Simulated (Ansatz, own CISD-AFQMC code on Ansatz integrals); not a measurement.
C2H5N, SMILES `C[C]N` (lower singlet) (charge 0, multiplicity 1). This singlet lies 1.64 eV below the relaxed triplet at the level frozen-core CCSD(T)/cc-pVTZ // B3LYP-D3(BJ)/def2-TZVP (Ansatz).

Cartesian coordinates (Å):
SMILES: N[C]C
```xyz
8

C     -1.0026    -0.0704    -0.1300
C      0.3016    -0.7804     0.0169
N      1.3129    -0.0091    -0.2685
H     -0.9358     0.9850    -0.4521
H     -1.5375    -0.1178     0.8221
H     -1.6235    -0.6202    -0.8420
H      1.2269     0.9722    -0.5609
H      2.2580    -0.3593    -0.2114
```
Charge 0, multiplicity 1.

Frozen-core correlation energies in cc-pVDZ at a geometry from B3LYP-D3(BJ)/def2-TZVP, on an HF energy of -133.03756 Ha (<S^2> = 0.00). Wave-function levels are from Ansatz, the walk from an own CISD-AFQMC code on Ansatz integrals (time step 0.005/Ha, trial state from CCSD amplitudes, largest double 0.06).

| level | correlation energy (mHa) |
|---|---|
| MP2 | -432.8 |
| CCSD | -472.1 |
| CCSD(T) | -486.7 |

Task: What correlation energy does phaseless AFQMC give, and where does it lie among these levels?

Result: -488.4 ± 0.4 mHa (one standard error). AFQMC minus each level: MP2 -55.6 mHa, CCSD -16.2 mHa, CCSD(T) -1.6 mHa.
